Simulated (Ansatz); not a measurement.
A run for Ansatz (a program for electronic structure): U-MP2/cc-pV(T+d)Z on C2H5S (SMILES CC[S]), 2S+1 = 2, atoms moved off the minimum. Files ending in .json are basis or fitting sets from the Basis Set Exchange.

Ansatz 0.2 input:
```yaml
crystal:
  periodic: [false, false, false]
  atoms:
    - {symbol: C, position_ang: [1.81642717, -0.41693301, -0.08600908]}
    - {symbol: C, position_ang: [0.34537542, -0.72164272, -0.14107712]}
    - {symbol: S, position_ang: [-1.25874116, 0.54275464, 0.12296366]}
    - {symbol: H, position_ang: [1.94302160, 0.14798110, 0.67184139]}
    - {symbol: H, position_ang: [2.52676065, -1.16158114, -0.18686176]}
    - {symbol: H, position_ang: [1.72486919, 0.49047170, -0.91547053]}
    - {symbol: H, position_ang: [-0.22795164, -1.53330516, 0.47156361]}
    - {symbol: H, position_ang: [-0.15841738, -1.16328396, -1.15824699]}
basis:
  gaussian:
    orbitals: cc-pV_T+d_Z.json
magnetization: {spin_polarized: true, initial_magnetization: 1}
correlation: {method: mp2, electrons: outside_noble_gas}
scf: {omitted_lower_state_checks: [cluster_reference]}
output: {forces: true}
```

Program output:

```
WARN ansatz: RAYON_NUM_THREADS=4 ignored (pool sized by the plan → 4); use --threads N
Functional definition: HF
these checks for a lower state are left out or cut short: cluster_reference
integrals: 0.23 GiB planned
947 factors; integrals over basis functions are off by at most 1.0e-3 eV
mean field: 0.59 GiB planned
mean field evaluation 1: about -12953.1253 eV, gradient 1.7e1 eV
mean field evaluation 2: about -12953.1265 eV, gradient 1.7e1 eV
mean field evaluation 4: about -12955.2999 eV, gradient 2.5e0 eV
mean field evaluation 8: about -12955.4007 eV, gradient 1.9e-1 eV
mean field evaluation 16: about -12955.4034 eV, gradient 1.7e-6 eV
mean field evaluation 32: about -12955.4031 eV, gradient 1.8e-1 eV
mean field -12955.40336526 eV, -476.1022921856 hartree, gradient 1.7e-6 eV, S^2 0.772576; 6 other end points of the search recorded, 0 dependent functions left out
7 core orbitals not correlated
reference -12955.40336526 eV, -476.1022921856 hartree; 10, 9 occupied and 152, 153 virtual orbitals, 947 factors
densities: 0.86 GiB planned
second order -13.86282481 eV of doubles, -0.00000000 eV of singles
the calculation of the forces begins
Total energy: -12969.26619007 eV, -476.6117416008 hartree
Atom 0 at     1.816427    -0.416933    -0.086009 Å, force    -4.326075     2.316603    -6.648904 eV/Å
Atom 1 at     0.345375    -0.721643    -0.141077 Å, force    -6.406448    -3.141488    -1.313316 eV/Å
Atom 2 at    -1.258741     0.542755     0.122964 Å, force     2.866443    -1.046648    -0.256742 eV/Å
Atom 3 at     1.943022     0.147981     0.671841 Å, force     1.398610     3.459184     5.895837 eV/Å
Atom 4 at     2.526761    -1.161581    -0.186862 Å, force     1.008646    -1.488825    -0.712599 eV/Å
Atom 5 at     1.724869     0.490472    -0.915471 Å, force     1.529213    -2.581208     1.402674 eV/Å
Atom 6 at    -0.227952    -1.533305     0.471564 Å, force     1.956751     1.172965    -0.129621 eV/Å
Atom 7 at    -0.158417    -1.163284    -1.158247 Å, force     1.972860     1.309416     1.762672 eV/Å
Dipole moment:     0.314847    -0.226855    -0.034128 e Å
Checks for a lower state left out: cluster_reference
```

The calculation finished and met its thresholds.

Cost: about 17 core-seconds (a rough figure).
